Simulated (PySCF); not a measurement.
Compound: C2H6ClNSi (triplet state).
Atom-mapped SMILES: `[CH3:1][N:2]([CH3:3])[Si:4][Cl:5]` (hydrogens: H6, H7, H8 on C1; H9, H10, H11 on C3)

Structure used (GFN2-xTB), in Å, numbered top down from 1:
```xyz
11
C2H6ClNSi angstrom
C      0.4206    1.2381    0.0079
N      0.2036   -0.1870   -0.0148
C     -1.1977   -0.5248    0.0140
Si     1.3529   -1.2438   -0.7952
Cl     2.4991   -2.2856    0.5900
H     -0.0410    1.6534    0.9078
H     -0.0221    1.7364   -0.8625
H      1.4872    1.4468    0.0294
H     -1.6481   -0.0941    0.9123
H     -1.3138   -1.6053    0.0421
H     -1.7352   -0.1315   -0.8570
```

The hyperfine couplings belong to this conformer and change with its torsions.

Theory: UKS B3LYP, pcH-1 on C Cl H N Si, non-relativistic, mean-field spin-orbit, GIAO (PySCF). One conformer (not necessarily the lowest) at the GFN2-xTB geometry, without solvent, vibrations or thermal averaging. This triplet need not be the ground state; the singlet was not compared here. Couplings are sensitive to structure, and on GFN2-xTB geometries they can be far from those on DFT ones, by a factor of two or more for some ions and for spin on atoms past the first row. No stability test was run, so a lower SCF solution isn't excluded.

Principal values of hyperfine tensors in MHz (contact, dipolar and spin–orbit terms together), for some of the nuclei:

```json
{"atom": "H6", "isotope": "1H", "A1": "21.48", "A2": "22.51", "A3": "27.24", "alike by the symmetry of this geometry": "H9"}
{"atom": "Cl5", "isotope": "35Cl", "A1": "1.49", "A2": "25.36", "A3": "42.49", "alike by the symmetry of this geometry": "none"}
{"atom": "C1", "isotope": "13C", "A1": "12.14", "A2": "12.94", "A3": "16.38", "alike by the symmetry of this geometry": "C3"}
{"atom": "H11", "isotope": "1H", "A1": "10.02", "A2": "10.77", "A3": "16.68", "alike by the symmetry of this geometry": "H7"}
{"atom": "N2", "isotope": "14N", "A1": "0.42", "A2": "1.11", "A3": "26.68", "alike by the symmetry of this geometry": "none"}
{"atom": "H8", "isotope": "1H", "A1": "-2.23", "A2": "1.44", "A3": "6.57", "alike by the symmetry of this geometry": "H10"}
```

(1) Give the isotropic coupling of each nucleus in MHz and in mT (g = 2.0026), and the anisotropic part.

(2) What spin density at the nucleus of H6 lies behind its contact coupling (g_N = 5.58569)?

(3) Si4 (29Si, g_N = -1.11058) isn't in the table. Its spin density at the nucleus is 1.221 bohr⁻³. What is its contact coupling?

(4) Which nucleus of the table has the largest anisotropic coupling, and what is its form?

## Answers

(1) a_iso = (A1 + A2 + A3)/3, Ti = Ai − a_iso; 1 mT corresponds to 28.029 MHz. The tensors hold a spin–orbit part: the run splits a_iso into a_FC + a_SO, and T includes its anisotropic share.

```csv
atom,a_iso (MHz),a_FC,a_SO,a_iso (mT),T1,T2,T3
H6,23.74,23.74,0.00,0.847,-2.27,-1.23,3.50
Cl5,23.11,22.52,0.59,0.825,-21.62,2.25,19.37
C1,13.82,13.82,0.00,0.493,-1.68,-0.88,2.56
H11,12.49,12.49,0.00,0.445,-2.47,-1.72,4.19
N2,9.40,9.35,0.05,0.335,-8.99,-8.29,17.28
H8,1.92,1.92,0.01,0.069,-4.16,-0.49,4.64
```

(2) a_FC = 800.24 MHz bohr³ × g_N × ρ(0)/(2S). With a_FC = 23.74 MHz and 2S = 2, ρ(0) = 0.01062 bohr⁻³. In magnitude that is 3.3 % of the 1/π = 0.318 of a free hydrogen atom.

(3) By the same relation, a_FC = -542.5 MHz. The spin–orbit term adds +1.03 MHz. Its full tensor has the principal values -634.28, -523.50, -466.60 MHz.

(4) Cl5: -21.6, 2.2, 19.4 MHz (the dipolar term alone has -21.9, 1.9, 20.0), rhombic: the two smaller values differ by 79 % of the largest.

The run took 54 s wall (with the writing of density and orbital grids) on an Arm Neoverse V2 with one thread, shared host.
